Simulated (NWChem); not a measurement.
# C$_{4}$H$_{12}$Ge; SMILES [CH3][Ge]([CH3])([CH3])[CH3]

```xyz
17

C     -1.2838    -1.2004     0.9100
Ge     0.0003    -0.0001     0.0005
C      1.3870    -1.0830    -0.9059
C     -0.9583     1.0978    -1.3385
C      0.8552     1.1855     1.3348
H     -1.7681    -1.8652     0.1871
H     -2.0612    -0.6202     1.4179
H     -0.7728    -1.8177     1.6562
H      2.1083    -0.4366    -1.4168
H      0.9332    -1.7465    -1.6495
H      1.9301    -1.6990    -0.1817
H     -1.4394     0.4598    -2.0872
H     -1.7314     1.7057    -0.8569
H     -0.2643     1.7698    -1.8543
H      0.1030     1.7941     1.8475
H      1.3918     0.5972     2.0864
H      1.5701     1.8589     0.8506
```
Atoms are numbered in this order, from 1.

Computed with NWChem. STO-3G and 3-21G are far too small for this property and stand as cheap habits. All runs use the structure optimised with B3LYP/6-31G* (spherical d). GIAO values for the isolated, static molecule; σ is the absolute isotropic shielding, δ = σ(reference) − σ with the isolated reference molecule computed at the same levels (13C: tetramethylsilane, 1H: tetramethylsilane).

```json
[
 {"level": "Hartree-Fock/STO-3G", "δ C1 (ppm)": "-4.6", "σ Ge2 (ppm)": "2286.6", "δ H6 (ppm)": "-0.07", "relative time": "1"},
 {"level": "BHandHLYP/pcSseg-1", "δ C1 (ppm)": "-1.0", "σ Ge2 (ppm)": "1374.5", "δ H6 (ppm)": "0.09", "relative time": "20"},
 {"level": "PBE0/pcSseg-1", "δ C1 (ppm)": "-0.3", "σ Ge2 (ppm)": "1329.8", "δ H6 (ppm)": "0.10", "relative time": "30"}
]
```

Relative times are rough (shared machine, one core).
